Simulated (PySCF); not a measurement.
**How methods differ on the ionisation energy of V²⁺**

V²⁺ [Ar] 3d3 (4F) → V³⁺ [Ar] 3d2 (3F), as a difference of total energies. Calculation: PySCF 2.14, in def2-TZVPPD (6s6p4d2f1g, 67 functions); the non-relativistic Hamiltonian (point nucleus). Correlated levels: valence: [Ar] frozen; valence and next inner shell: [Ne] frozen. The calculations carry no spin-orbit coupling.

| method | ionisation energy (eV) | plus first-order spin-orbit estimate | difference from reference of that sum (eV) |
| --- | --- | --- | --- |
| UHF | 28.340 | 28.332 | -0.979 |
| LDA | 30.196 | 30.188 | +0.877 |
| PBE | 29.958 | 29.950 | +0.639 |
| PBE0 | 29.794 | 29.785 | +0.474 |
| r2SCAN | 29.921 | 29.912 | +0.601 |
| r2SCAN0 | 29.791 | 29.782 | +0.471 |
| r2SCANh | 29.869 | 29.860 | +0.549 |
| HSE06 | 29.776 | 29.768 | +0.457 |
| TPSS | 29.642 | 29.633 | +0.322 |
| MP2 (valence) | 28.703 | 28.695 | -0.616 |
| SCS-MP2 (valence) | 28.461 | 28.453 | -0.858 |
| MP2 (valence and next inner shell) | 29.300 | 29.292 | -0.019 |
| SCS-MP2 (valence and next inner shell) | 29.037 | 29.029 | -0.282 |

Reference: 29.311 eV (measured; NIST Atomic Spectra Database, ionization energies).

A first-order spin-orbit estimate (lowest level to lowest level, LS coupling) adds -0.008 eV.

These non-relativistic numbers lack the scalar-relativistic shift.

Errors of the correlated levels include the incompleteness of this basis and the frozen core.
